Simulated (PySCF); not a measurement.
B(OH)2(OSiH3) (BH5O3Si), SMILES OB(O)O[SiH3].

The structure is a stationary point at PBE-D3(BJ)/def2-SVP. The values are those of a single conformer.

These are PBE-D3(BJ)/def2-SVP run with PySCF values and carry that method's errors.

Frequencies are harmonic and unscaled.

Task: Estimate the vibrational spectrum. (The exact figures need the calculation; the answer reports its results.)

Result: 
```csv
mode,ν (cm⁻¹),IR (km/mol),moving atoms (share of kinetic energy)
1,76,4.2,"O 54 %, H 38 %"
2,100,6.0,"H 69 %, O 29 %"
3,109,5.4,"O 56 %, Si 26 %, H 14 %"
4,334,0.0,H 95 %
5,389,24.8,"O 61 %, Si 20 %, H 13 %"
6,469,12.9,"O 67 %, H 19 %, B 11 %"
7,481,202.8,"H 86 %, O 13 %"
8,638,12.8,"B 73 %, H 13 %, O 13 %"
9,686,17.5,"H 56 %, O 25 %, Si 14 %"
10,700,69.2,"H 71 %, O 12 %, B 9 %"
11,741,29.6,"O 48 %, H 38 %, Si 14 %"
12,905,180.9,"H 90 %, O 10 %"
13,914,52.0,H 96 %
14,915,69.5,H 96 %
15,931,258.8,"H 68 %, O 27 %"
16,970,124.2,"H 43 %, O 42 %, Si 13 %"
17,1030,165.0,"O 49 %, H 46 %"
18,1387,331.9,"B 72 %, O 26 %"
19,1438,628.9,"B 70 %, O 22 %, H 8 %"
20,2167,73.4,H 98 %
21,2172,139.9,H 96 %
22,2193,117.1,H 97 %
23,3776,18.9,H 94 %
24,3789,72.2,H 94 %
```
